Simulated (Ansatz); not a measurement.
B(CNMe)H3 (C2H6BN) was relaxed with r2SCAN-D4 (def2-SVP) in Ansatz in these states: charge +1 doublet, neutral singlet. The geometries follow in no particular order.

A:

| atom | x (Å) | y (Å) | z (Å) |
| --- | --- | --- | --- |
| B1 | -1.1555 | -1.3715 | -1.0512 |
| C2 | -0.3009 | -0.3591 | -0.2747 |
| N3 | 0.3503 | 0.4123 | 0.3166 |
| C4 | 1.1308 | 1.3424 | 1.0289 |
| H5 | 0.5124 | 1.8568 | 1.7800 |
| H6 | 1.5493 | 2.0905 | 0.3388 |
| H7 | 1.9580 | 0.8274 | 1.5404 |
| H8 | -0.4071 | -1.9101 | -1.8574 |
| H9 | -2.0429 | -0.7280 | -1.5975 |
| H10 | -1.5944 | -2.1607 | -0.2238 |

B:

```tsv
atom	x (Å)	y (Å)	z (Å)
B1	0.580	-0.713	-1.768
C2	0.163	-0.155	-0.416
N3	-0.087	0.308	0.619
C4	-0.383	0.874	1.878
H5	0.368	0.535	2.607
H6	-1.387	0.548	2.189
H7	-0.353	1.971	1.791
H8	-0.452	-1.039	-2.508
H9	-0.062	-1.816	-2.067
H10	1.613	-0.512	-2.325
```

Problem. Judge from the bond lengths which geometry belongs to which state (an estimate).

Solution. A is the neutral singlet (B1–H8 1.225 Å, B1–H9 1.225 Å, B1–H10 1.225 Å); B is the charge +1 doublet (B1–H8 1.311 Å, B1–H9 1.311 Å, B1–H10 1.191 Å).
